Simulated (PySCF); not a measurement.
## Electronic structure of Au (gold, neutral) at the UHF level

Configuration: [Xe] 4f14 5d10 6d1, 2D determinant (an excited configuration). All numbers are calculated (PySCF 2.14, a scalar-relativistic core potential, in aug-cc-pVTZ-PP with one added diffuse shell each of s, p, d, f, g type with ECP60MDF (7s7p6d4f3g, 113 functions)).

```
Total energy                                                  : -134.551556 hartree
One-electron energy                                           : -235.3223 hartree
Hartree (Coulomb) energy                                      : 112.6651 hartree
Exchange energy                                               : -11.8943 hartree
⟨S²⟩                                                          : 0.7500
⟨L²⟩                                                          : 6.001
Sum of ⟨r⟩                                                    : 33.79 bohr
Sum of ⟨r²⟩                                                   : 137.8 bohr²
Traceless quadrupole moment −½Σ⟨3z² − r²⟩ along its main axis : 28.2 e·bohr²
```

```
shell  electrons  mean orbital energy (eV)  spread (eV)  rms radius, mean of both spins (bohr)
 5s α          1                   -132.07            0                                   1.01
 5s β          1                   -132.06            0                                   1.01
 5p α          3                   -79.599        0.002                                   1.16
 5p β          3                   -79.589        0.010                                   1.16
 5d α          5                   -17.616        0.026                                   1.70
 5d β          5                   -17.608        0.021                                   1.70
 6d α          1                    -1.418            0                                   9.94
```

Energies and moments cover only the electrons outside the core potential. Spin-orbit coupling, absent here, splits the open shell strongly. The outer electron is Rydberg-like, and this basis confines it to a smaller radius and binds it less than a complete one would.
